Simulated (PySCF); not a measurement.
Isomers of C4H9FSSi2.

All values: PBE0/pcSseg-1 (PySCF) at GFN2-xTB geometries, gas phase, one conformer each.

Question: Rank by HOMO energy, highest first.
A. `[F:1][C@@H:2]1[CH2:3][CH:4]=[C:5]1[SiH2:6][S:7][SiH3:8]` with C4–C5–Si6–S7 10°, C5–Si6–S7–Si8 -178°
B. `[CH:1]#[C:2][Si@H:3]([CH2:4][S:5][CH3:6])[SiH2:7][F:8]` with C2–Si3–C4–S5 176°, Si3–C4–S5–C6 -78°, C2–Si3–Si7–F8 -65°
C. `[CH3:1][S:2][SiH2:3][C:4]1=[CH:5][CH2:6][Si@@H:7]1[F:8]` with C1–S2–Si3–C4 -62°, S2–Si3–C4–C5 166°

Answer: B (-6.49 eV), C (-6.71 eV), A (-7.29 eV).

Question: Rank by LUMO energy, highest first.
A. `[CH:1]#[C:2][Si@H:3]([CH2:4][S:5][CH3:6])[SiH2:7][F:8]` with C2–Si3–C4–S5 176°, Si3–C4–S5–C6 -78°, C2–Si3–Si7–F8 -65°
B. `[CH3:1][S:2][Si@@H:3]1[SiH2:4][C:5]([F:6])=[C:7]1[CH3:8]` with C1–S2–Si3–Si4 39°
C. `[F:1][C@@H:2]1[CH2:3][CH:4]=[C:5]1[SiH2:6][S:7][SiH3:8]` with C4–C5–Si6–S7 10°, C5–Si6–S7–Si8 -178°

Answer: B (-0.43 eV), C (-0.77 eV), A (-1.07 eV).

Question: Rank by dipole moment, lowest first.
A. `[F:1][C@@H:2]1[CH2:3][CH:4]=[C:5]1[SiH2:6][S:7][SiH3:8]` with C4–C5–Si6–S7 10°, C5–Si6–S7–Si8 -178°
B. `[CH3:1][S:2][SiH2:3][C:4]1=[CH:5][CH2:6][Si@@H:7]1[F:8]` with C1–S2–Si3–C4 -62°, S2–Si3–C4–C5 166°
C. `[CH3:1][S:2][Si@@H:3]1[SiH2:4][C:5]([F:6])=[C:7]1[CH3:8]` with C1–S2–Si3–Si4 39°
D. `[CH:1]#[C:2][Si@H:3]([CH2:4][S:5][CH3:6])[SiH2:7][F:8]` with C2–Si3–C4–S5 176°, Si3–C4–S5–C6 -78°, C2–Si3–Si7–F8 -65°

Answer: C (0.35 D), A (0.92 D), D (2.12 D), B (2.81 D).

All values together:

| SMILES | μ (D) | HOMO (eV) | LUMO (eV) | lowest IAO charge (e) | highest IAO charge (e) | lowest Hirshfeld charge (e) | highest Hirshfeld charge (e) |
| --- | --- | --- | --- | --- | --- | --- | --- |
| F[C@@H]1CC=C1[SiH2]S[SiH3] | 0.92 | -7.29 | -0.77 | -0.442 (S) | +0.691 (Si) | -0.185 (S) | +0.311 (Si) |
| CS[SiH2]C1=CC[Si@@H]1F | 2.81 | -6.71 | -1.10 | -0.588 (C) | +1.196 (Si) | -0.201 (C) | +0.452 (Si) |
| CS[Si@@H]1[SiH2]C(F)=C1C | 0.35 | -6.79 | -0.43 | -0.497 (C) | +0.528 (Si) | -0.119 (C) | +0.237 (Si) |
| C#C[Si@H](CSC)[SiH2]F | 2.12 | -6.49 | -1.07 | -0.615 (C) | +0.826 (Si) | -0.213 (F) | +0.344 (Si) |

Conformers: `[F:1][C@@H:2]1[CH2:3][CH:4]=[C:5]1[SiH2:6][S:7][SiH3:8]` with C4–C5–Si6–S7 10°, C5–Si6–S7–Si8 -178°; `[CH3:1][S:2][SiH2:3][C:4]1=[CH:5][CH2:6][Si@@H:7]1[F:8]` with C1–S2–Si3–C4 -62°, S2–Si3–C4–C5 166°; `[CH3:1][S:2][Si@@H:3]1[SiH2:4][C:5]([F:6])=[C:7]1[CH3:8]` with C1–S2–Si3–Si4 39°; `[CH:1]#[C:2][Si@H:3]([CH2:4][S:5][CH3:6])[SiH2:7][F:8]` with C2–Si3–C4–S5 176°, Si3–C4–S5–C6 -78°, C2–Si3–Si7–F8 -65°.
